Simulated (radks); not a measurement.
Spherical jellium clusters: N electrons in a uniform positive sphere of charge N and radius rs N^(1/3), rs = 5.57 bohr. Method: non-relativistic Kohn-Sham, PBE, spin-polarised, spherical densities; computed with a radial shooting solver with Libxc functionals. Levels are named by radial order and angular momentum (1s, 1p, 1d, 2s, ...), and open shells are averaged over m.

N = 5, configuration 1s2 1p(up 3, down 0). This is the lowest configuration that the search found. Occupied levels:

| level | occupation | eigenvalue (eV) | <r> (bohr) |
|---|---|---|---|
| 1s up | 1 | -3.1789 | 6.788 |
| 1s down | 1 | -2.7188 | 5.876 |
| 1p up | 3 | -2.4172 | 7.821 |

Energy (eV): total -8.40680, kinetic 5.4040, external -84.884, Hartree 42.246, exchange-correlation -14.027, background 42.855.
